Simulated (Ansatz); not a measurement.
A short molecular-dynamics run on `[CH3][Zr]([CH3])([Cl])[Cl]`.

```yaml
crystal:
  periodic: [false, false, false]
  atoms:
    - {symbol: C, position_ang: [-0.992095, 0.506299, 1.398057]}
    - {symbol: Zr, position_ang: [-0.415338, 0.343200, -0.707859]}
    - {symbol: C, position_ang: [1.415972, -0.856597, -0.675535]}
    - {symbol: Cl, position_ang: [-2.074097, -0.858533, -1.845305]}
    - {symbol: Cl, position_ang: [0.108330, 2.482810, -1.506041]}
    - {symbol: H, position_ang: [-0.198213, 0.997071, 1.974080]}
    - {symbol: H, position_ang: [-1.158265, -0.490074, 1.825384]}
    - {symbol: H, position_ang: [-1.912151, 1.087394, 1.526083]}
    - {symbol: H, position_ang: [1.824701, -1.005374, -1.681253]}
    - {symbol: H, position_ang: [2.183363, -0.362520, -0.067205]}
    - {symbol: H, position_ang: [1.217793, -1.843678, -0.240406]}
basis:
  gaussian: {orbitals: def2-SVP}
hamiltonian: {xc: {name: PBE}}
md: {timestep: 0.5 fs, n_steps: 30, ensemble: nvt_nose_hoover, temperature: 300, initial_velocities: maxwell_boltzmann, seed: 576}
```

```sh
$ ansatz run in.yaml --threads 4 --pin off --events-out ev --progress --plain --max-ram 11315MiB
```

```
step  time (fs)  potential energy (eV)  kinetic (eV)  T (K)  conserved (eV)
   0        0.0            -28479.5102        0.3490    300     -28479.1612
   1        0.5            -28479.4879        0.3271    281     -28479.1608
   2        1.0            -28479.4544        0.2944    253     -28479.1600
   3        1.5            -28479.4216        0.2624    226     -28479.1592
   4        2.0            -28479.4018        0.2430    209     -28479.1588
   5        2.5            -28479.4012        0.2422    208     -28479.1590
   6        3.0            -28479.4175        0.2579    222     -28479.1596
   7        3.5            -28479.4409        0.2806    241     -28479.1604
   8        4.0            -28479.4596        0.2988    257     -28479.1609
   9        4.5            -28479.4651        0.3041    261     -28479.1610
  10        5.0            -28479.4543        0.2936    252     -28479.1608
  11        5.5            -28479.4299        0.2697    232     -28479.1604
  12        6.0            -28479.3981        0.2383    205     -28479.1599
  13        6.5            -28479.3660        0.2067    178     -28479.1595
  14        7.0            -28479.3402        0.1813    156     -28479.1592
  15        7.5            -28479.3257        0.1669    143     -28479.1590
  16        8.0            -28479.3248        0.1660    143     -28479.1590
  17        8.5            -28479.3375        0.1786    154     -28479.1592
  18        9.0            -28479.3610        0.2018    173     -28479.1596
  19        9.5            -28479.3896        0.2300    198     -28479.1601
  20       10.0            -28479.4156        0.2555    220     -28479.1606
  21       10.5            -28479.4306        0.2702    232     -28479.1611
  22       11.0            -28479.4283        0.2677    230     -28479.1612
  23       11.5            -28479.4070        0.2468    212     -28479.1609
  24       12.0            -28479.3722        0.2128    183     -28479.1602
  25       12.5            -28479.3354        0.1770    152     -28479.1593
  26       13.0            -28479.3101        0.1523    131     -28479.1587
  27       13.5            -28479.3055        0.1478    127     -28479.1587
  28       14.0            -28479.3219        0.1637    141     -28479.1593
  29       14.5            -28479.3505        0.1915    165     -28479.1601
  30       15.0            -28479.3781        0.2186    188     -28479.1608
```

Velocities are drawn at the set temperature; a run this short doesn't reach equilibrium.

Frames (Å, forces in eV/Å):

```xyz
11
time=0.0 fs
C    -0.992    0.506    1.398    0.109   -0.031   -0.395
Zr   -0.415    0.343   -0.708    0.019   -0.017    0.032
C     1.416   -0.857   -0.676   -0.344    0.225   -0.006
Cl   -2.074   -0.859   -1.845   -0.182   -0.140   -0.119
Cl    0.108    2.483   -1.506    0.065    0.237   -0.081
H    -0.198    0.997    1.974    0.396    0.246    0.282
H    -1.158   -0.490    1.825   -0.084   -0.497    0.208
H    -1.912    1.087    1.526   -0.462    0.292    0.067
H     1.825   -1.005   -1.681    0.207   -0.076   -0.502
H     2.183   -0.363   -0.067    0.379    0.249    0.300
H     1.218   -1.844   -0.240   -0.102   -0.489    0.214
11
time=1.0 fs
C    -0.995    0.508    1.405   -0.282   -0.737   -0.525
Zr   -0.414    0.344   -0.707   -0.154    0.025    0.084
C     1.409   -0.856   -0.680   -0.293    1.030    1.002
Cl   -2.075   -0.861   -1.847   -0.125   -0.098   -0.085
Cl    0.109    2.485   -1.507    0.060    0.207   -0.071
H    -0.196    0.987    1.963    0.668    0.447    0.526
H    -1.149   -0.512    1.826    0.004    0.027   -0.009
H    -1.923    1.075    1.549   -0.381    0.268    0.078
H     1.803   -1.021   -1.654    0.671   -0.190   -1.597
H     2.188   -0.370   -0.062    0.147    0.177    0.060
H     1.227   -1.822   -0.241   -0.315   -1.155    0.537
11
time=2.0 fs
C    -0.998    0.510    1.412   -0.547   -1.159   -0.490
Zr   -0.412    0.344   -0.707   -0.328    0.070    0.129
C     1.402   -0.855   -0.683   -0.100    1.408    1.658
Cl   -2.076   -0.864   -1.849   -0.071   -0.057   -0.052
Cl    0.110    2.487   -1.509    0.055    0.177   -0.062
H    -0.189    0.981    1.956    0.691    0.494    0.590
H    -1.139   -0.535    1.827    0.069    0.499   -0.185
H    -1.937    1.066    1.574   -0.157    0.164    0.067
H     1.787   -1.039   -1.642    0.914   -0.257   -2.147
H     2.195   -0.376   -0.056   -0.096    0.087   -0.195
H     1.233   -1.811   -0.236   -0.431   -1.424    0.686
11
time=3.0 fs
C    -1.001    0.510    1.419   -0.560   -1.220   -0.316
Zr   -0.411    0.345   -0.707   -0.503    0.119    0.166
C     1.394   -0.853   -0.685    0.293    1.066    1.606
Cl   -2.078   -0.867   -1.851   -0.019   -0.017   -0.020
Cl    0.111    2.489   -1.510    0.050    0.148   -0.053
H    -0.174    0.980    1.955    0.426    0.372    0.459
H    -1.129   -0.552    1.827    0.099    0.804   -0.280
H    -1.953    1.057    1.598    0.135    0.030    0.035
H     1.780   -1.060   -1.650    0.780   -0.177   -1.768
H     2.200   -0.381   -0.051   -0.272    0.022   -0.394
H     1.235   -1.814   -0.224   -0.429   -1.148    0.564
11
time=4.0 fs
C    -1.005    0.510    1.425   -0.342   -0.992   -0.102
Zr   -0.410    0.345   -0.706   -0.677    0.173    0.195
C     1.387   -0.850   -0.686    0.776    0.162    1.019
Cl   -2.079   -0.870   -1.853    0.031    0.021    0.010
Cl    0.112    2.491   -1.512    0.045    0.120   -0.043
H    -0.156    0.983    1.959   -0.017    0.153    0.212
H    -1.118   -0.562    1.823    0.096    0.895   -0.286
H    -1.968    1.050    1.623    0.402   -0.084   -0.005
H     1.780   -1.081   -1.674    0.378    0.044   -0.735
H     2.203   -0.386   -0.051   -0.343    0.000   -0.500
H     1.233   -1.827   -0.208   -0.350   -0.492    0.235
11
time=5.0 fs
C    -1.008    0.509    1.431   -0.004   -0.596    0.039
Zr   -0.408    0.346   -0.706   -0.844    0.229    0.216
C     1.380   -0.847   -0.686    1.159   -0.883    0.319
Cl   -2.080   -0.873   -1.855    0.078    0.059    0.041
Cl    0.113    2.493   -1.513    0.040    0.090   -0.033
H    -0.138    0.986    1.964   -0.467   -0.071   -0.040
H    -1.106   -0.563    1.817    0.068    0.766   -0.212
H    -1.979    1.041    1.648    0.577   -0.147   -0.044
H     1.784   -1.103   -1.706   -0.056    0.298    0.361
H     2.203   -0.391   -0.055   -0.303    0.026   -0.504
H     1.228   -1.845   -0.189   -0.249    0.228   -0.144
11
time=6.0 fs
C    -1.012    0.507    1.438    0.354   -0.125    0.037
Zr   -0.407    0.346   -0.705   -0.999    0.284    0.231
C     1.375   -0.844   -0.685    1.335   -1.743   -0.244
Cl   -2.081   -0.875   -1.857    0.125    0.095    0.072
Cl    0.114    2.495   -1.515    0.035    0.059   -0.022
H    -0.124    0.990    1.969   -0.795   -0.233   -0.225
H    -1.094   -0.557    1.809    0.027    0.434   -0.073
H    -1.984    1.031    1.673    0.622   -0.145   -0.069
H     1.788   -1.121   -1.734   -0.376    0.495    1.157
H     2.200   -0.395   -0.064   -0.165    0.094   -0.416
H     1.220   -1.861   -0.171   -0.162    0.784   -0.449
11
time=7.0 fs
C    -1.016    0.505    1.444    0.669    0.335   -0.116
Zr   -0.406    0.347   -0.705   -1.135    0.333    0.242
C     1.370   -0.843   -0.685    1.313   -2.281   -0.620
Cl   -2.083   -0.878   -1.859    0.171    0.130    0.102
Cl    0.115    2.497   -1.516    0.029    0.026   -0.011
H    -0.117    0.991    1.972   -0.939   -0.302   -0.308
H    -1.081   -0.548    1.800   -0.018   -0.040    0.102
H    -1.983    1.020    1.697    0.530   -0.083   -0.074
H     1.788   -1.135   -1.751   -0.552    0.601    1.570
H     2.195   -0.399   -0.077    0.033    0.190   -0.264
H     1.210   -1.870   -0.158   -0.102    1.090   -0.623
11
time=8.0 fs
C    -1.019    0.504    1.450    0.892    0.662   -0.384
Zr   -0.405    0.348   -0.704   -1.247    0.375    0.251
C     1.367   -0.844   -0.685    1.156   -2.453   -0.802
Cl   -2.084   -0.881   -1.861    0.216    0.163    0.132
Cl    0.116    2.500   -1.518    0.024   -0.008    0.001
H    -0.120    0.989    1.973   -0.879   -0.270   -0.284
H    -1.068   -0.538    1.793   -0.054   -0.528    0.265
H    -1.978    1.008    1.720    0.317    0.027   -0.055
H     1.782   -1.143   -1.753   -0.591    0.611    1.622
H     2.191   -0.400   -0.092    0.236    0.289   -0.092
H     1.200   -1.868   -0.151   -0.070    1.133   -0.655
11
time=9.0 fs
C    -1.022    0.503    1.456    0.969    0.707   -0.701
Zr   -0.404    0.348   -0.704   -1.335    0.406    0.259
C     1.364   -0.846   -0.686    0.943   -2.222   -0.750
Cl   -2.085   -0.884   -1.863    0.261    0.195    0.161
Cl    0.117    2.502   -1.519    0.020   -0.043    0.013
H    -0.131    0.985    1.970   -0.617   -0.140   -0.152
H    -1.056   -0.534    1.787   -0.074   -0.845    0.358
H    -1.969    0.996    1.743    0.034    0.152   -0.018
H     1.771   -1.146   -1.741   -0.498    0.519    1.319
H     2.188   -0.399   -0.108    0.369    0.354    0.049
H     1.189   -1.856   -0.149   -0.071    0.915   -0.539
11
time=10.0 fs
C    -1.023    0.502    1.461    0.853    0.387   -0.995
Zr   -0.403    0.349   -0.703   -1.399    0.428    0.267
C     1.362   -0.851   -0.688    0.729   -1.553   -0.399
Cl   -2.086   -0.886   -1.865    0.304    0.225    0.188
Cl    0.118    2.504   -1.521    0.015   -0.078    0.026
H    -0.147    0.979    1.966   -0.184    0.072    0.069
H    -1.045   -0.537    1.786   -0.082   -0.848    0.345
H    -1.960    0.986    1.765   -0.239    0.252    0.018
H     1.756   -1.143   -1.715   -0.262    0.314    0.634
H     2.190   -0.395   -0.124    0.375    0.353    0.119
H     1.177   -1.835   -0.153   -0.110    0.446   -0.272
11
time=11.0 fs
C    -1.024    0.502    1.466    0.553   -0.201   -1.203
Zr   -0.403    0.350   -0.703   -1.440    0.441    0.274
C     1.361   -0.856   -0.690    0.536   -0.499    0.260
Cl   -2.087   -0.889   -1.867    0.346    0.253    0.214
Cl    0.119    2.506   -1.522    0.010   -0.113    0.037
H    -0.166    0.974    1.963    0.326    0.317    0.330
H    -1.034   -0.548    1.787   -0.087   -0.543    0.240
H    -1.954    0.978    1.788   -0.412    0.285    0.025
H     1.738   -1.138   -1.684    0.105    0.001   -0.412
H     2.195   -0.387   -0.139    0.250    0.273    0.114
H     1.165   -1.809   -0.160   -0.187   -0.214    0.121
11
time=12.0 fs
C    -1.025    0.502    1.469    0.183   -0.803   -1.260
Zr   -0.402    0.351   -0.702   -1.464    0.446    0.278
C     1.360   -0.862   -0.691    0.391    0.676    1.047
Cl   -2.087   -0.891   -1.869    0.384    0.279    0.237
Cl    0.120    2.508   -1.524    0.005   -0.147    0.048
H    -0.181    0.972    1.963    0.741    0.504    0.536
H    -1.024   -0.565    1.790   -0.092   -0.078    0.095
H    -1.951    0.972    1.811   -0.425    0.230   -0.018
H     1.721   -1.133   -1.657    0.508   -0.347   -1.566
H     2.202   -0.377   -0.153    0.045    0.132    0.062
H     1.150   -1.786   -0.165   -0.276   -0.892    0.539
11
time=13.0 fs
C    -1.025    0.501    1.472   -0.067   -1.159   -1.111
Zr   -0.402    0.352   -0.701   -1.476    0.444    0.276
C     1.360   -0.868   -0.692    0.368    1.489    1.525
Cl   -2.088   -0.894   -1.870    0.418    0.304    0.259
Cl    0.121    2.510   -1.525    0.000   -0.177    0.059
H    -0.190    0.975    1.968    0.878    0.535    0.583
H    -1.015   -0.582    1.795   -0.098    0.371   -0.036
H    -1.952    0.969    1.834   -0.286    0.103   -0.115
H     1.709   -1.130   -1.645    0.734   -0.576   -2.255
H     2.209   -0.365   -0.166   -0.159   -0.032    0.008
H     1.133   -1.771   -0.165   -0.312   -1.302    0.807
11
time=14.0 fs
C    -1.026    0.499    1.473   -0.075   -1.162   -0.769
Zr   -0.402    0.353   -0.701   -1.477    0.437    0.266
C     1.359   -0.872   -0.692    0.500    1.556    1.327
Cl   -2.089   -0.896   -1.872    0.447    0.326    0.278
Cl    0.122    2.512   -1.527   -0.006   -0.205    0.069
H    -0.190    0.983    1.978    0.678    0.377    0.430
H    -1.007   -0.596    1.799   -0.103    0.683   -0.120
H    -1.956    0.967    1.856   -0.060   -0.052   -0.245
H     1.703   -1.134   -1.653    0.617   -0.559   -1.994
H     2.215   -0.354   -0.179   -0.296   -0.177   -0.014
H     1.113   -1.769   -0.158   -0.225   -1.223    0.772
11
time=15.0 fs
C    -1.026    0.496    1.474    0.123   -0.870   -0.340
Zr   -0.402    0.353   -0.700   -1.469    0.422    0.248
C     1.360   -0.875   -0.690    0.658    0.949    0.602
Cl   -2.089   -0.898   -1.874    0.472    0.346    0.296
Cl    0.123    2.514   -1.528   -0.011   -0.230    0.078
H    -0.184    0.994    1.992    0.260    0.094    0.140
H    -1.000   -0.603    1.802   -0.103    0.806   -0.147
H    -1.961    0.964    1.875    0.164   -0.190   -0.375
H     1.703   -1.142   -1.680    0.243   -0.342   -0.963
H     2.219   -0.345   -0.192   -0.332   -0.277    0.007
H     1.090   -1.778   -0.143   -0.006   -0.709    0.453
```

Hardware: 4 threads of an Arm Neoverse V2 on a shared host. Wall time 46 s, peak host memory 0.19 GiB.
